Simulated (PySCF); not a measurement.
SMILES [SiH2]([SiH2]B)F, singlet (B3LYP/def2-SVP optimised geometry):

```
10

B      1.557     1.045     0.006
Si     1.242    -0.935     0.000
Si    -1.133    -0.935     0.000
F     -1.574     0.650     0.000
H      1.614     1.655     1.044
H      1.616     1.662    -1.027
H      1.720    -1.662     1.215
H      1.721    -1.654    -1.219
H     -1.721    -1.564    -1.216
H     -1.720    -1.564     1.217
```

Level of theory: B3LYP/def2-TZVP (PySCF).

Q: What are the frontier orbital energies and the dipole moment?

A: HOMO-2 -9.21 eV, HOMO-1 -8.85 eV, HOMO -7.78 eV, LUMO -2.70 eV, LUMO+1 -0.61 eV; dipole moment 1.40 D.

Meta-Löwdin charges at B3LYP/def2-TZVP: B1 -0.15, Si2 0.22, Si3 0.74, F4 -0.52, H5 0.03, H6 0.03, H7 -0.07, H8 -0.07, H9 -0.10, H10 -0.10.
